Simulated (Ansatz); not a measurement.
```xyz
2

Sc    0.0000    0.0000    0.0000
O     0.0000    0.0000    1.7681
```

Basis set: cc-pVTZ (spherical functions). Frozen core: 6 orbitals. Correlation on ROHF uses semicanonical orbitals with singles. Charge 0, multiplicity 2.

Computed with Ansatz (development build ahead of 0.2.0); the reference of a correlated method needn't be the lowest determinant of its kind.

**Question.** Give the atomization energy at this shape (free ground-state atoms in the same class of orbitals less the molecule, no zero-point energy) of doublet ScO by UHF-BCCD(T), ROHF-CCSD(T).

**Answer.**

```csv
method,atomization energy
UHF-BCCD(T),641.8 kJ/mol
ROHF-CCSD(T),638.6 kJ/mol
```

Caution: the reference determinant was not shown to be the lowest; the shape is not the minimum. Caution for UHF-BCCD(T): a free atom is spin contaminated.
